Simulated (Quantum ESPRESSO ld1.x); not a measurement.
Values are calculated unless marked as measured or tabulated.
Task: The aim is neutral platinum in [Xe] 4f14 5d9 6s1. This ld1.x (Quantum ESPRESSO 7.5) run was made with `OMP_NUM_THREADS=1 ld1.x < ld1.in > ld1.out`. Can the result be used? Name any fault.

```
 &input
    zed=78.0,
    iswitch=0,
    rel=2,
    dft='PW',
    config='[Xe] 4f14 5d9 6s1',
    lsmall=.true.,
    prefix='ld1',
    max_out_wfc=37,
    file_charge='ld1.rho',
 /
```

Output (excerpt):

```
     Program LD1 v.7.5 starts

 %%%%%%%%%%%%%%%%%%%%%%%%%%%%%%%%%%%%%%%%%%%%%%%%%%%%%%%%%%%%%%%%%%%%%%%%%%%%%%
     Error in routine ld1_readin (1):
     wrong iswitch
 %%%%%%%%%%%%%%%%%%%%%%%%%%%%%%%%%%%%%%%%%%%%%%%%%%%%%%%%%%%%%%%%%%%%%%%%%%%%%%

     stopping ...
```

Result: No (refused). The line at issue: iswitch=0. The program stops in ld1_readin with "wrong iswitch": iswitch takes 1 to 4. The sound input gives -18436.45 hartree.
